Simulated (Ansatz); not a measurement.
Program: Ansatz. Geometries: PBE0-D4/def2-TZVP. ΔE: electronic, gas phase. CBS: MP2 limit from def2 TZ/QZ plus the TZ coupled-cluster correction, frozen cores. This one scheme is used for every species, atoms too. DFT in def2-TZVPP. HSE06 is defined as in plane-wave codes. No spin–orbit coupling; open shells (•) take unrestricted orbitals. Spin–orbit coupling would lower the free atoms: a little for C, O, Si. Each species was taken in one conformer, which may not be the lowest.

Consider the atomization: `C[SiH2]C=O` → 2 C• + 6 H• + O• + Si•.

Problem. What is ΔE at CCSD(T)/CBS? (An estimate is asked.)

Solution. Ansatz gave: +885.1 kcal/mol.

Problem. What do these levels give: ωB97X-V, ωB97M-V, PBE-QIDH, PBE, r2SCANh, r2SCAN0, HSE06, MP2/def2-SVP, SCS-MP2/def2-TZVPP, CCSD/def2-TZVPP, HF/def2-QZVPP, SCS-MP2/def2-QZVPP? (An estimate is asked.)

Solution. The calculation gave: ωB97X-V 888.1, ωB97M-V 887.6, PBE-QIDH 876.8, PBE 896.2, r2SCANh 879.8, r2SCAN0 871.2, HSE06 881.3, MP2/def2-SVP 845.5, SCS-MP2/def2-TZVPP 872.9, CCSD/def2-TZVPP 850.5, HF/def2-QZVPP 649.4, SCS-MP2/def2-QZVPP 887.7 kcal/mol.

Problem. What do rigid-rotor, harmonic-oscillator terms from PBE0-D4/def2-TZVP frequencies (298.15 K, 1 bar) make of the CCSD(T)/CBS value? (Best estimate.)

Solution. Ansatz gave: ΔZPE = -44.8 kcal/mol, ΔH = +850.6 kcal/mol, ΔS = 1008 J/(mol·K), ΔG = +778.7 kcal/mol. Open shells count their whole term as degenerate.

Largest T1 diagnostic among the species: 0.014.

From r2SCAN to r2SCAN0 (25 % exact exchange), in def2-TZVPP and without D4, ΔE moves by −14.7 kcal/mol: exact exchange takes away binding that semilocal exchange gives to molecules. Leaving LDA and LC-ωPBE aside and taking each functional with its dispersion term where it has one, the values, not all of them listed here, spread over 40.5 kcal/mol, from BHLYP-D4 to PBE-D4. LDA lies +109.0 kcal/mol from PBE without D4, its usual overbinding. The D4 term adds +6.5 kcal/mol with B3LYP and +3.4 kcal/mol with PBE0; it sums over pairs of atoms, weighted by their polarisabilities, and B3LYP, whose exchange is more repulsive, gets the larger term.

B3LYP here is the variant with VWN-RPA as its local correlation; programs differ in this.

For atomizations the MP2-based limit and the directly extrapolated one differ by several kJ/mol either way, and by 10 to 25 for some Ge, Se and Sn compounds, so smaller differences from it don't rank the levels.
